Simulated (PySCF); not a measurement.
SiHBr, SMILES [SiH]Br (connectivity only; charge and spin as stated), neutral, multiplicity 1.

Geometry: B3LYP-D3(BJ)/def2-TZVP.

Level of theory: TDDFT-ωB97X/def2-TZVPD (PySCF).

Vertical excitations.  State labels are in the subgroup Cs.

Computed UV-visible absorptions:
```tsv
state	symmetry	energy (eV)	λ (nm)	f	main pairs
S1	A"	2.60	477	0.012	HOMO→LUMO 99 %
S2	A"	4.83	257	0.007	HOMO−1→LUMO 98 %
S3	A'	5.29	234	0.008	HOMO→LUMO+1 50 %, HOMO−2→LUMO 42 %
S4	A'	5.62	221	0.162	HOMO−2→LUMO 52 %, HOMO→LUMO+1 36 %
S5	A"	5.78	214	0.000	HOMO−3→LUMO 96 %
S6	A'	6.54	190	0.104	HOMO→LUMO+2 65 %, HOMO→LUMO+3 29 %
S7	A'	7.47	166	0.033	HOMO→LUMO+6 56 %, HOMO−1→LUMO+1 28 %
S8	A"	7.49	166	0.015	HOMO−2→LUMO+1 88 %
S9	A'	7.59	163	0.220	HOMO−1→LUMO+1 47 %, HOMO→LUMO+6 20 %, HOMO→LUMO+3 17 %
S10	A'	7.94	156	0.161	HOMO→LUMO+5 80 %
T1	A"	1.54	807	0	HOMO→LUMO 93 %
T2	A'	4.43	280	0	HOMO→LUMO+1 78 %
T3	A"	4.46	278	0	HOMO−1→LUMO 90 %
T4	A'	4.61	269	0	HOMO−2→LUMO 96 %
```
Triplets are in the Tamm–Dancoff approximation, which puts them higher than full response would, so one can lie above its singlet here.
